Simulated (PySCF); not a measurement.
Cartesian coordinates in Å; atom numbers follow the order of the lines, from 1:
```xyz
16

C     1.9429    0.4176   -0.2166
C     0.8318   -0.4354    0.3355
F     0.5913   -0.1881    1.6383
O    -0.4579   -0.1755   -0.3598
C    -0.9529    1.1797   -0.1753
C    -1.4673   -1.1714   -0.0150
F    -1.0053   -2.3355   -0.4679
H     1.8694    1.4471    0.1251
H     2.8886    0.0179    0.1455
H     1.9517    0.3746   -1.3025
H     1.0227   -1.5101    0.2112
H    -0.2156    1.8620   -0.5946
H    -1.1214    1.4019    0.8802
H    -1.8812    1.2800   -0.7352
H    -1.6144   -1.2353    1.0733
H    -2.3900   -0.9207   -0.5534
```

Total charge +1.

Geometry: GFN2-xTB; GIAO shifts from PySCF 2.14, gas phase, non-relativistic, averaged over equivalent atoms.

At PBE0/pcSseg-1 (164 basis functions, 35 s wall time on 1 thread of an Intel Xeon Platinum 8375C, shared host):
```json
{"atoms": "C2", "δ (ppm)": "124.0"}
{"atoms": "C6", "δ (ppm)": "113.9"}
{"atoms": "C5", "δ (ppm)": "61.2"}
{"atoms": "C1", "δ (ppm)": "19.3"}
{"atoms": "F3", "δ (ppm)": "-154.0"}
{"atoms": "F7", "δ (ppm)": "-169.4"}
{"atoms": "O4", "δ (ppm)": "119.6"}
{"atoms": "H11", "δ (ppm)": "7.08"}
{"atoms": "H15", "δ (ppm)": "6.51"}
{"atoms": "H16", "δ (ppm)": "6.29"}
{"atoms": "H12/H13/H14", "δ (ppm)": "4.58"}
{"atoms": "H8/H9/H10", "δ (ppm)": "2.44"}
```

Scale: 13C (186.93 ppm), 1H (31.72 ppm) vs TMS; 19F (170.95 ppm) against CFCl3; 17O (336.08 ppm) against H2O (reference shieldings calculated alike).

Q: Predict the values at OLYP/IGLO-II on the same geometry.

A: 
| atoms | δ at OLYP/IGLO-II | change |
| --- | --- | --- |
| C2 | 125.2 | +1.2 |
| C6 | 114.1 | +0.2 |
| C5 | 60.4 | -0.8 |
| C1 | 18.8 | -0.5 |
| F3 | -153.3 | +0.7 |
| F7 | -167.3 | +2.1 |
| O4 | 133.7 | +14.1 |
| H11 | 7.24 | +0.16 |
| H15 | 6.60 | +0.09 |
| H16 | 6.28 | -0.01 |
| H12/H13/H14 | 4.45 | -0.13 |
| H8/H9/H10 | 2.23 | -0.21 |

Scale: TMS for 13C (σ = 186.07 ppm) and 1H (σ = 32.14 ppm); CFCl3 for 19F (σ = 158.48 ppm); 17O (σ = 337.22 ppm) vs H2O (reference shieldings calculated alike).

The largest change is at O4 (oxygen bonded to 3 C). Cost: 208 basis functions, 36 s wall time on 1 thread of an Arm Neoverse V1, shared host. The order of the carbon signals is the same at both levels.

Unscaled 19F shifts against computed CFCl3 carry errors that often reach 10 to 50 ppm. Experimental scales use liquid or dissolved standards, which lie at an offset from isolated H2O (liquid H2O: subtract about 36 ppm).
